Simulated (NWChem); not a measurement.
Molecule: BeNH₂F; SMILES [NH2][Be][F]

```xyz
5

Be     0.0000     0.0000    -0.1005
F      0.0000     0.0000    -1.4865
N      0.0000     0.0000     1.4032
H      0.0000    -0.8244     1.9791
H      0.0000     0.8244     1.9791
```
Atoms are numbered in this order, from 1.

All runs use the structure optimised with PBE0-D3(BJ)/def2-TZVP.

Symmetry labels are those of C2v in the frame above (b1 and b2, or b-type labels, depend on it).

### Question
List the 6 lowest vertical singlet excitations and the 6 lowest triplet ones from PBE/def2-SVP, TDA (NWChem).

### Answer
```
state  energy (eV)  oscillator strength  symmetry  leading excitation (squared amplitude)
-----  -----------  -------------------  --------  --------------------------------------
S1            5.32                0.071        b1                      HOMO → LUMO (1.00)
S2            5.99                0.000        a2                    HOMO → LUMO+1 (1.00)
S3            7.78                0.002        b1                    HOMO → LUMO+3 (0.99)
S4            8.03                0.116        a1                    HOMO → LUMO+2 (0.88)
S5            8.45                0.000        a2                    HOMO → LUMO+4 (1.00)
S6            8.58                0.037        b2                    HOMO−2 → LUMO (1.00)
T1            4.92       spin-forbidden        b1                      HOMO → LUMO (1.00)
T2            5.88       spin-forbidden        a2                    HOMO → LUMO+1 (1.00)
T3            6.38       spin-forbidden        a1                    HOMO → LUMO+2 (0.99)
T4            7.46       spin-forbidden        b1                    HOMO → LUMO+3 (1.00)
T5            8.14       spin-forbidden        a2                    HOMO → LUMO+4 (1.00)
T6            8.35       spin-forbidden        b1                    HOMO−1 → LUMO (0.99)
```
